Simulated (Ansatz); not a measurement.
Breaking a bond: HF (cation, charge +1), doublet.

Methods: UKS-PBE = Ansatz (a quantum-chemistry and plane-wave program) with unrestricted PBE/aug-cc-pVDZ; UKS-PBE0 = unrestricted PBE0/aug-cc-pVDZ in Ansatz; FCI = Ansatz with full CI/aug-cc-pVDZ, frozen core.

Energies relative to the lowest point of each curve between 0.84 and 1.19 Å, where full CI is lowest, in eV; the last columns give the error against full CI:

```csv
R / Å,UKS-PBE,UKS-PBE0,FCI,UKS-PBE − FCI,UKS-PBE0 − FCI
0.64,6.816,6.597,6.600,0.217,-0.003
0.68,4.771,4.575,4.572,0.199,0.003
0.73,2.960,2.793,2.787,0.173,0.007
0.77,1.950,1.807,1.800,0.151,0.008
0.79,1.558,1.427,1.419,0.139,0.008
0.84,0.833,0.732,0.725,0.108,0.007
0.87,0.537,0.453,0.448,0.089,0.005
0.89,0.385,0.313,0.308,0.077,0.005
0.92,0.214,0.159,0.156,0.058,0.003
0.95,0.100,0.062,0.060,0.040,0.002
0.99,0.017,0.000,0.000,0.017,0.000
1.05,0.000,0.013,0.015,-0.015,-0.002
1.10,0.054,0.090,0.094,-0.040,-0.004
1.19,0.244,0.316,0.323,-0.080,-0.008
1.29,0.526,0.632,0.647,-0.121,-0.015
1.40,0.864,0.999,1.028,-0.164,-0.029
1.55,1.307,1.472,1.529,-0.222,-0.057
1.74,1.790,1.981,2.079,-0.289,-0.098
1.94,2.181,2.394,2.530,-0.349,-0.136
2.22,2.538,2.791,2.958,-0.420,-0.167
2.54,2.749,3.058,3.230,-0.481,-0.172
2.99,2.847,3.231,3.394,-0.547,-0.163
```

UKS-PBE is furthest from FCI at 2.99 (-0.547 eV, below); its mean absolute error over the points is 0.182 eV.

UKS-PBE0 is furthest from FCI at 2.54 (-0.172 eV, below); its mean absolute error over the points is 0.041 eV.

The unrestricted determinant behind UKS-PBE is spin-contaminated at 2.22 to 2.99 Å (<S²> up to 1.0, against 0.75 for a pure doublet). The unrestricted determinant behind UKS-PBE0 is spin-contaminated at 2.54 to 2.99 Å (<S²> up to 0.9, against 0.75 for a pure doublet).
